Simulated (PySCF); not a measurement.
**PtS3, triplet: data card**

These are results of PySCF, UPBE0, basis Pt def2-SVP with ECP60, S def2-SVP (scalar-relativistic core potentials, no spin–orbit coupling, density fitting), not measurements.

The structure is a minimum.

```xyz
4
charge 0 multiplicity 3, angstrom
Pt    0.0000    0.0000    0.0000
S     2.1175    0.0000    0.0000
S    -1.0587    1.8338    0.0000
S    -1.0587   -1.8338    0.0000
```

- Point group: D3h
- Bond lengths: Pt–S 2.117 Å (×3)
- Bond angles: S–Pt–S 120.0° (×3)
- Highest occupied level (β): -7.64 eV
- Principal quadrupole moments (Buckingham, traceless) about the centre of mass: -1.74, 0.87, 0.87 D Å
- Atomisation energy without zero-point energy: 923 kJ/mol
- Lowest empty level (β): -4.65 eV
- Rotational constants: 0.0784, 0.0784, 0.0392 cm⁻¹
- Principal polarisabilities: 45.2, 118.3, 118.3 bohr³
- Dipole moment: 0.00 D
- Heat capacity Cp at 298.15 K: 73.5 J/(mol K)
- Entropy at 298.15 K and 1 bar (electronic part: spin only): 336.7 J/(mol K)
- Zero-point energy: 11.1 kJ/mol
- Spin squared ⟨S²⟩: 2.014
- Enthalpy at 298.15 K above 0 K: 17.02 kJ/mol
- Rotational symmetry number: 6

Harmonic modes (masses in u: Pt 194.965, S 31.972):
| symmetry | ω (cm⁻¹) | IR (km/mol, summed over degenerate members) | type |
| --- | --- | --- | --- |
| a2'' | 121 | 0.1 | bend |
| e' | 146 | 5.0 | bend |
| e' | 479 | 16.8 | stretch |
| a1' | 490 | 0.0 | stretch |

In D3h the vibrations span a2'' + 2e' + a1'. The a1' mode carries no infrared intensity, as symmetry demands.

Charges (e):
```json
{"atom": "Pt1", "Mulliken": "0.23", "Löwdin": "-0.78", "polar tensor": "0.20", "spin (Mulliken)": "0.24", "Mayer order to Pt1": "–"}
{"atom": "S2,3,4", "Mulliken": "-0.08", "Löwdin": "0.26", "polar tensor": "-0.07", "spin (Mulliken)": "0.59", "Mayer order to Pt1": "1.39"}
```
Other Mayer orders above 0.3: S–S 0.48 (×3).

Mulliken populations on Pt1 (electrons outside its core potential): s 2.83, p 6.40, d 8.50, f 0.04.

Outer orbital energies (eV). α occupied: -12.27, -9.48, -9.48, -9.08, -9.08, -7.93, -7.78, -7.78; empty: -4.32, -4.32, 0.95, 1.10. β occupied: -12.01, -11.31, -11.31, -9.33, -8.88, -8.88, -7.67, -7.64; empty: -4.65, -4.65, -4.06, -4.06.

Formally Pt is in oxidation state +6, d4, with 2 unpaired electrons (the high-spin count would be 4). The Mulliken spin on Pt is 0.24, so most of the spin sits on the ligands and the formal count fails. The polar-tensor charge on Pt, 0.20, is far below the formal one.

This need not be the most stable arrangement of these atoms. Open d and f shells are described by one determinant, and the ground state may have another occupation or spin. No spin–orbit coupling is included, which matters more the heavier the element.

The final relaxation and frequency run took roughly 4 core-minutes on a shared host.
